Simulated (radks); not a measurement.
Values are calculated unless marked as measured or tabulated.
Problem. W I, 74 electrons, occupied as [Xe] 4f14 5d4 6s2 (the NIST ground configuration). Level of theory: scalar-relativistic Kohn-Sham, r2SCAN, spin-unpolarised, spherical densities, finite nucleus; meta-GGA in the generalised Kohn-Sham scheme; Fermi nuclear charge, rms radius 5.3658 fm (a radial shooting solver on a logarithmic mesh with Libxc functionals). Some entries of the table are withheld. Estimate them.

| orbital | occ. | eigenvalue (eV) | r(max) (bohr) | <r> (bohr) |
|---|---|---|---|---|
| 1s | 2 | -69562.85 | 0.01146 | (1) |
| 2s | 2 | -12032.60 | 0.06565 | 0.07756 |
| 2p | 6 | -10521.21 | 0.05388 | 0.06944 |
| 3s | 2 | (2) | 0.1851 | 0.2008 |
| 3p | 6 | -2331.502 | 0.1832 | 0.2012 |
| 3d | 10 | -1813.152 | 0.1495 | 0.1824 |
| 4s | 2 | -579.5429 | 0.4207 | 0.4496 |
| 4p | 6 | -431.3794 | 0.4411 | 0.4778 |
| 4d | 10 | (3) | 0.4524 | 0.5114 |
| 5s | 2 | (4) | 0.9636 | 1.070 |
| 5p | 6 | -44.5294 | 1.091 | 1.250 |
| 4f | 14 | -33.7311 | 0.4299 | 0.6073 |
| 6s | 2 | -5.8942 | 2.678 | 3.179 |
| 5d | 4 | -4.4992 | 1.480 | 2.062 |

Solution. 
(1) 1s <r> (bohr): 0.01835
(2) 3s eigenvalue (eV): -2781.222
(3) 4d eigenvalue (eV): -242.5602
(4) 5s eigenvalue (eV): -80.9996
